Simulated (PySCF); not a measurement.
Predicted microwave data (PBE0/def2-SVPD in PySCF (dipole) on a GFN2-xTB geometry, gas phase) for one isomer of C2H8OSSi:

```
Rotational constants : A = 5541, B = 1588, C = 1310 MHz
Dipole components    : |μa| = 2.53 D, |μb| = 0.97 D, |μc| = 0.62 D
Inertial defect      : -23.69 u·Å²
κ                    : -0.87
```

**Question.** Which candidate fits, each taken in the one conformer that was computed?
A. `[CH3:1][O:2][Si@@H:3]([CH3:4])[SH:5]` with C1–O2–Si3–C4 60°, O2–Si3–S5–H 18°
B. `[CH3:1][O:2][CH2:3][SiH2:4][SH:5]` with C1–O2–C3–Si4 -177°, O2–C3–Si4–S5 -56°, C3–Si4–S5–H 31°

**Answer.** B. It is COC[SiH2]S, an asymmetric top, point group C1. The candidates at the same level (rigid rotor, commonest isotopes):

```csv
SMILES,A (MHz),B (MHz),C (MHz),μa (D),μb (D),μc (D),Δ (u·Å²),point group,rotor
CO[Si@@H](C)S,4295,2068,1523,2.52,0.79,0.06,-30.20,C1,asymmetric top
COC[SiH2]S,5541,1588,1310,2.53,0.97,0.62,-23.69,C1,asymmetric top
```

`CO[Si@@H](C)S` has B 30 % too high. No structure here is proved a minimum.
